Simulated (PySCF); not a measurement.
## Orbital energies and ionisation energy

Compound: C3H14Ge2Si.
Cartesian coordinates in Å at the PBE0-D3(BJ)/def2-SVP level; atoms count from 1:
```
atom  x, y, z in Å
C1    -2.970   -0.154    0.664
C2    -1.450   -0.120    0.590
C3    -0.924    0.019   -0.834
Ge4    1.042    0.043   -0.965
Si5    1.973   -1.944   -0.030
Ge6    1.982    1.944    0.216
H7    -3.323   -0.260    1.701
H8    -3.377   -0.998    0.083
H9    -3.408    0.770    0.254
H10   -1.070    0.712    1.210
H11   -1.041   -1.038    1.048
H12   -1.280   -0.817   -1.461
H13   -1.302    0.944   -1.302
H14    1.456    0.141   -2.451
H15    1.391   -3.166   -0.670
H16    1.690   -2.006    1.439
H17    3.456   -1.962   -0.222
H18    1.377    3.274   -0.281
H19    3.509    2.000    0.018
H20    1.701    1.829    1.729
```

Level: wB97X-D/def2-SVPD (PySCF). Frontier orbitals with their largest atomic shares (Löwdin; up to four atoms above 4 %):

```csv
orbital,ε (eV),main atoms
HOMO−3,-11.24,"C2 19 %, Ge6 10 %, C1 10 %, H10 8 %"
HOMO−2,-10.48,"Ge4 28 %, H14 24 %, C3 10 %, Ge6 7 %"
HOMO−1,-9.78,"C3 26 %, Ge4 24 %, Si5 12 %, Ge6 9 %"
HOMO,-9.28,?
LUMO,1.51,"Ge6 29 %, Si5 17 %, Ge4 15 %, H18 12 %"
LUMO+1,1.71,"Ge6 22 %, Ge4 16 %, Si5 10 %, H19 7 %"
LUMO+2,1.97,"Si5 18 %, Ge4 17 %, Ge6 17 %, H14 7 %"
```

Problem. What vertical ionisation energy does ΔSCF give, and how far is −ε(HOMO) from it?

Solution. ΔSCF: 9.32 eV (899 kJ/mol; threshold wavelength 133 nm); ⟨S²⟩ of the doublet left behind is 0.757, against 0.75 for a pure doublet. −ε(HOMO) is 9.28 eV, 0.04 eV below it. In exact Kohn–Sham theory the two would be equal; wB97X-D (range-separated hybrid) comes within 0.04 eV of that here.

Problem. On which atoms does the HOMO lie?

Solution. Ge4 (germanium bonded to C, Ge, Si and H) 30 %, Ge6 (germanium bonded to Ge and 3 H) 24 %, Si5 (SiH3 silicon) 18 %, H18 (Ge–H hydrogen) 5 %, so no atom holds as much as 40 %. The HOMO−1 lies 0.50 eV lower.

Problem. What total energies stand behind the ΔSCF value?

Solution. E(N) = -4565.64832 Eh and E(N − 1) = -4565.30586 Eh at the same geometry, 0.34246 Eh apart.

Problem. Shift the occupied levels rigidly so that −ε(HOMO) equals the ΔSCF value. What binding energies result?

Solution. The shift is +0.04 eV: HOMO 9.32, HOMO−1 9.82, HOMO−2 10.52, HOMO−3 11.28 eV. A rigid shift is only a rough guide to the deeper ionisations.

Problem. With α = 136.1 au, estimate the like-pair dispersion coefficient by London's formula C6 = (3/4)α²I.

Solution. I = 0.3425 Eh, so C6 ≈ 4760 au, a rough estimate.

Geometry: PBE0-D3(BJ)/def2-SVP, one conformer, isolated molecule. The calculation is non-relativistic, for germanium too.

Note: wB97X-D ran without an empirical dispersion term, which enters the total energy and its gradient alone.
